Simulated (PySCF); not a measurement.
Method used: PySCF, delta-SCF UKS SCAN, pcX-2 on the ionised atom, pcseg-1 elsewhere, spin-free X2C. Geometries: GFN2-xTB; isolated species, one conformer each. Values against the vacuum level.

Problem. Rank by computed C 1s binding energy, lowest first.
A. C4 in `[CH2:1]=[C:2]([S-:3])[CH:4]([F:5])[F:6]`
B. C3 in `[H]/[N:1]=[CH:2]\[C:3](=[O:4])[OH:5]`
C. Carbon in `O=CNC=O`
D. C2 in `[SiH3:1][c:2]1[p:3][p:4][cH:5][p-:6]1`

Solution. D (284.75 eV), A (290.67 eV), C (294.78 eV), B (295.51 eV).

From the lowest up, the atoms are bonded to: 2 P (aromatic in the SMILES) and Si in a species of charge -1 (284.75); 2 F, C and H in a species of charge -1 (290.67); O (double bond), N and H (294.78); O (double bond), O and C (295.51).

The basis sets have no added diffuse functions, a weakness for anions.
